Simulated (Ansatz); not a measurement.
The same path of ClF3HOTa + H2 (9 atoms, charge 0, multiplicity 1) was run twice with different band settings. Lost on the way: H8–H9. Made: Ta1–H8, O2–H9.

Theory: Ansatz, RKS PBE-D4/def2-SVP.

Relaxed end points:

```xyz
9
Properties=species:S:1:pos:R:3
Ta -0.086 -0.387 -0.087
O 1.780 -0.616 -0.220
H 2.497 -0.404 0.405
F 0.082 0.143 1.739
Cl -0.469 -0.978 -2.326
F -0.840 1.311 -0.393
F -1.057 -1.881 0.507
H 1.433 2.675 -0.712
H 2.141 2.385 -0.790
```

```xyz
9
Properties=species:S:1:pos:R:3
Ta -0.215 0.312 -0.226
O 2.067 -0.011 -0.256
H 2.373 -0.743 0.318
F 0.109 1.113 1.469
Cl -0.347 -0.248 -2.492
F -2.025 0.782 -0.122
F 0.199 -1.449 0.398
H 0.660 1.738 -0.829
H 2.659 0.755 -0.136
```

Common settings: movable images 9; climbing image yes; optimiser quadratic models (default); start path through a guess of the saddle point; force threshold 0.05 eV/Å; iteration limit 60; end points relaxed.

| run | spring |
| --- | --- |
| 1 | 5.0 eV/Å² |
| 2 | 20.0 eV/Å² |

**Question.** What does each run give, and how far can it be trusted?

**Answer.** Run 1: converged after 15 iterations, highest image 1.149 eV above the first end. A vibrational analysis at the climbing image gives one clearly imaginary mode, 1023i cm⁻¹: a first-order saddle point.
Run 2: converged after 21 iterations, highest image 1.149 eV above the first end. Another band between the same ends (9 images) ends at a top of the same energy, where a vibrational analysis finds 1 clearly imaginary mode.
The orbitals stay closed-shell, which can raise the energy where a bond breaks towards radicals; this wasn't checked here.
